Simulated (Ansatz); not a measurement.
`[CH3][SnH][OH]` radical. The species carries charge 0 and has multiplicity 2. Sn takes the def2 core potential. The structure was optimised at the PBE0-D4/def2-TZVP level. It is one conformer, not always the lowest.

```xyz
8

C     0.905    0.602   -0.550
Sn   -0.124   -1.116    0.270
O    -1.641   -0.405    1.330
H     1.648    0.275   -1.278
H     1.397    1.164    0.243
H     0.159    1.230   -1.040
H    -0.967   -1.997   -0.957
H    -1.377    0.247    1.983
```

Problem. What is the dipole moment at ωB97M-V/def2-TZVPP? (Best estimate.)

Solution. Ansatz gave: 2.34 D, with components (2.22, 0.75, -0.05) D in this frame, pointing from negative to positive charge.

Problem. And with PBE, r2SCAN, B3LYP? (An estimate is asked.)

Solution. The calculation gave: PBE 2.16 D, r2SCAN 2.26 D, B3LYP 2.32 D.

Problem. Give the Mulliken charges with ωB97M-V, PBE, B3LYP in def2-TZVPP. (An estimate is asked.)

Solution. Ansatz gave: 
```json
{"atom": "C1", "ωB97M-V": "-0.61", "PBE": "-0.56", "B3LYP": "-0.58"}
{"atom": "Sn2", "ωB97M-V": "0.65", "PBE": "0.63", "B3LYP": "0.71"}
{"atom": "O3", "ωB97M-V": "-0.53", "PBE": "-0.49", "B3LYP": "-0.54"}
{"atom": "H4", "ωB97M-V": "0.14", "PBE": "0.12", "B3LYP": "0.12"}
{"atom": "H5", "ωB97M-V": "0.14", "PBE": "0.12", "B3LYP": "0.12"}
{"atom": "H6", "ωB97M-V": "0.16", "PBE": "0.14", "B3LYP": "0.14"}
{"atom": "H7", "ωB97M-V": "-0.10", "PBE": "-0.13", "B3LYP": "-0.14"}
{"atom": "H8", "ωB97M-V": "0.16", "PBE": "0.17", "B3LYP": "0.17"}
```

B3LYP here is the variant with VWN-RPA as its local correlation; programs differ in this.
